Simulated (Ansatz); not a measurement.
One change: `O=C[SiH]([SiH3])Cl` becomes `[AlH2][SiH]([SiH3])Cl`.

Ansatz, PBE0-D4/def2-TZVP geometries, multiplicity 1. Each molecule was computed in one conformer, which needn't be the lowest.

```
                                        property  `O=C[SiH]([SiH3])Cl`
size of the dipole moment (B3LYP/def2-TZVPP) / D                  1.09
             HOMO–LUMO gap (PBE/def2-TZVPP) / eV                  2.77
  size of the dipole moment (PBE/def2-TZVPP) / D                  0.93
            HOMO–LUMO gap (PBE0/def2-TZVPP) / eV                  5.29
              HOMO energy (PBE0/def2-TZVPP) / eV                 -7.28
             HOMO energy (B3LYP/def2-TZVPP) / eV                 -7.07
```

What does the change do to each property? (Best estimate.)

Computed: 
```
                                        property  `[AlH2][SiH]([SiH3])Cl`  shift
size of the dipole moment (B3LYP/def2-TZVPP) / D                     1.39   0.30
             HOMO–LUMO gap (PBE/def2-TZVPP) / eV                     3.19   0.42
  size of the dipole moment (PBE/def2-TZVPP) / D                     1.28   0.35
            HOMO–LUMO gap (PBE0/def2-TZVPP) / eV                     4.99  -0.30
              HOMO energy (PBE0/def2-TZVPP) / eV                    -7.34  -0.06
             HOMO energy (B3LYP/def2-TZVPP) / eV                    -7.15  -0.08
```

With PBE0 the HOMO falls by 0.06 eV and the LUMO falls by 0.37 eV, so the gap narrows by about 0.31 eV. PBE moves the HOMO by -0.43 eV and ωB97M-V by 0.24 eV. Dipoles are sizes alone; their direction can turn.

B3LYP here is the variant with VWN-RPA as its local correlation; programs differ in this.
